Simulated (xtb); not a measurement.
xtb input (GFN-FF):

```bash
xtb mol.xyz --gfnff --opt tight --chrg 0 --uhf 0
```
mol.xyz:
```
4

C      0.01425900    -0.00055452    -0.74078245
O      0.00715209     0.00561026     0.56769156
H      0.88752270     0.26011238     0.88741297
H     -1.03029347    -0.30166734    -0.98425072
```

End of the output:

```
         :::::::::::::::::::::::::::::::::::::::::::::::::::::
         ::                     SUMMARY                     ::
         :::::::::::::::::::::::::::::::::::::::::::::::::::::
         :: total energy              -0.539372979792 Eh    ::
         :: gradient norm              0.000333790000 Eh/a0 ::
         ::.................................................::
         :: bond energy               -0.510486704799 Eh    ::
         :: angle energy               0.000583417942 Eh    ::
         :: torsion energy             0.000000000000 Eh    ::
         :: repulsion energy           0.037668323467 Eh    ::
         :: electrostat energy        -0.066665168742 Eh    ::
         :: dispersion energy         -0.000473409721 Eh    ::
         :: HB energy                  0.000000000000 Eh    ::
         :: XB energy                  0.000000000000 Eh    ::
         :: bonded atm energy          0.000000562060 Eh    ::
         :: external energy            0.000000000000 Eh    ::
         :: add. restraining           0.000000000000 Eh    ::
         :: total charge              -0.000000000000 e     ::
         :::::::::::::::::::::::::::::::::::::::::::::::::::::

           -------------------------------------------------
          |                Property Printout                |
           -------------------------------------------------

molecular dipole:
                 x           y           z       tot (Debye)
 q only:        0.211       0.059      -0.299       0.942
           -------------------------------------------------
          |                Geometry Summary                 |
           -------------------------------------------------

      molecular mass/u    :       30.0260223
   center of mass at/Å    :       -0.0482400      -0.0130725       0.1217296
  moments of inertia/u·Å² :        0.1098166E+01   0.1446090E+02   0.1555907E+02
rotational constants/cm⁻¹ :        0.1535072E+02   0.1165739E+01   0.1083460E+01

 * 3 selected distances

     #   Z          #   Z                                           value/Å
     1   6 C        2   8 O                                       1.2787158 (max)
     2   8 O        3   1 H                                       0.9834679 (min)
     1   6 C        4   1 H                                       1.0321256

 * 3 distinct bonds (by element types)

   Z      Z             #   av. dist./Å        max./Å        min./Å
   1 H    6 C           1     1.0321256     1.0321256     1.0321256
   1 H    8 O           1     0.9834679     0.9834679     0.9834679
   6 C    8 O           1     1.2787158     1.2787158     1.2787158

optimized geometry written to: xtbopt.xyz

           -------------------------------------------------
          | TOTAL ENERGY               -0.539372979792 Eh   |
          | GRADIENT NORM               0.000333790000 Eh/α |
           -------------------------------------------------
########################################################################
[WARNING] Runtime exception occurred
-1- gfnff_setup: Could not read topology file.
########################################################################

------------------------------------------------------------------------
------------------------------------------------------------------------
Note: The following floating-point exceptions are signalling: IEEE_UNDERFLOW_FLAG IEEE_DENORMAL
normal termination of xtb
 total:
 SCF:
 ANC optimizer:
```
